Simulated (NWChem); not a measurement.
Molecule: BeCl, doublet; SMILES [Be][Cl]

```xyz
2

Be     0.0000     0.0000    -1.4690
Cl     0.0000     0.0000     0.3691
```
Atoms are numbered in this order, from 1.

Level: PBE0/def2-SVP, spin-unrestricted (NWChem), optimised geometry, unscaled harmonic frequencies. This spin state was assumed; another may lie lower.

List the harmonic frequencies with IR intensities, and the thermochemistry.


```csv
frequency (cm⁻¹),IR intensity (km/mol)
812,115.2
```

```
Item                                                                               Value
-----------------------------------------------------------------------  ---------------
zero-point energy                                                           1.2 kcal/mol
thermal correction to the enthalpy at 298.15 K (with zero-point energy)     3.3 kcal/mol
heat capacity Cv                                                         5.6 cal/(mol K)
dipole moment                                                                     0.89 D
```

Rigid rotor and harmonic oscillator.
